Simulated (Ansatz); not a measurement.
Cost and result for the atomization energy of C$_{2}$H$_{7}$AlAsB (12 atoms, 12 bonds).

Cartesian coordinates in Å:
```
Al -1.0656 -1.6914 -0.5769
B 0.4276 -0.3467 0.1062
C 0.3546 0.3594 1.4853
As -0.1858 1.7917 0.1533
C 1.1636 0.6425 -0.8348
H -2.1230 -2.3539 0.4221
H -1.2258 -2.0603 -2.1239
H 1.2623 0.7989 1.9054
H -0.3583 0.0837 2.2576
H -1.4497 1.0898 -0.3732
H 1.0980 0.5933 -1.9183
H 2.1019 1.0928 -0.5026
```

The species carries charge 0 and has multiplicity 1. Correlated methods include outer-core shells of As, which these sets cover unevenly. Scalar relativity is left out up to krypton. The structure was optimised at the PBE0-D4/def2-TZVP level. Program: Ansatz. All runs use 4 threads of a server CPU on a shared host. Times are those of one run each, without the atoms' runs, and a repeat can differ threefold. Electronic energies, without spin–orbit coupling; frozen cores. CCSD(T)/CBS adds CCSD(T) − MP2 in def2-TZVPP to the MP2 limit, and its time is that of the two runs behind it. T1 = 0.013. With those shells the extrapolation isn't a true limit. HSE06 is the plane-wave form, built on full-range PBE exchange.

CCSD(T)/CBS is a level of theory with its own doubt, some kJ/mol a heavy atom from the limit and from the frozen cores, so smaller differences don't rank the functionals.

```tsv
level	functions	wall time
PBE-D4/def2-TZVPP (with forces)	281	4.6 s
PBE0-D4/def2-TZVPP	281	6 s
HSE06-D4/def2-TZVPP	281	7 s
r2SCAN-D4/def2-TZVPP (with forces)	281	7 s
CAM-B3LYP-D4/def2-TZVPP	281	7 s
r2SCANh-D4/def2-TZVPP	281	7.5 s
B2PLYP/def2-TZVPP	281	11 s
CCSD(T)/def2-SVP	127	12 s
B97M-V/def2-TZVPP	281	12 s
ωB97X-V/def2-TZVPP	281	13 s
MP2/def2-QZVPP	540	47 s
CCSD(T)/def2-TZVPP	281	5 min
CCSD(T)/CBS(def2)	–	5.8 min
```

(1) What atomization energy does each give, and how far from CCSD(T)/CBS? (Best estimate.)

## Answers

(1) Ansatz gave: 
| level | atomization (kcal/mol) | difference from CCSD(T)/CBS | per bond |
| --- | --- | --- | --- |
| PBE-D4/def2-TZVPP (with forces) | 983.0 | 20.0 | 1.7 |
| PBE0-D4/def2-TZVPP | 970.9 | 7.9 | 0.7 |
| HSE06-D4/def2-TZVPP | 971.1 | 8.1 | 0.7 |
| r2SCAN-D4/def2-TZVPP (with forces) | 972.0 | 9.0 | 0.8 |
| CAM-B3LYP-D4/def2-TZVPP | 966.4 | 3.4 | 0.3 |
| r2SCANh-D4/def2-TZVPP | 967.2 | 4.2 | 0.4 |
| B2PLYP/def2-TZVPP | 953.1 | -9.9 | -0.8 |
| CCSD(T)/def2-SVP | 910.7 | -52.3 | -4.4 |
| B97M-V/def2-TZVPP | 978.6 | 15.6 | 1.3 |
| ωB97X-V/def2-TZVPP | 970.5 | 7.5 | 0.6 |
| MP2/def2-QZVPP | 963.9 | 0.9 | 0.1 |
| CCSD(T)/def2-TZVPP | 940.9 | -22.1 | -1.8 |
| CCSD(T)/CBS(def2) | 963.0 | 0.0 | 0.0 |

From BLYP to BHLYP (50 % exact exchange), in def2-TZVPP and without D4, the atomization energy moves by −10.8 kcal/mol: exact exchange takes away binding that semilocal exchange gives to molecules. Leaving LDA and LC-ωPBE aside and taking each functional with its dispersion term where it has one, the values, not all of them listed here, spread over 39.3 kcal/mol, from BHLYP-D4 to PBE-D4. LDA lies +125.8 kcal/mol from PBE without D4, its usual overbinding. The D4 term adds +12.2 kcal/mol with B3LYP and +6.3 kcal/mol with PBE0; it sums over pairs of atoms, weighted by their polarisabilities, and B3LYP, whose exchange is more repulsive, gets the larger term.

B3LYP here is the variant with VWN-RPA as its local correlation; programs differ in this.
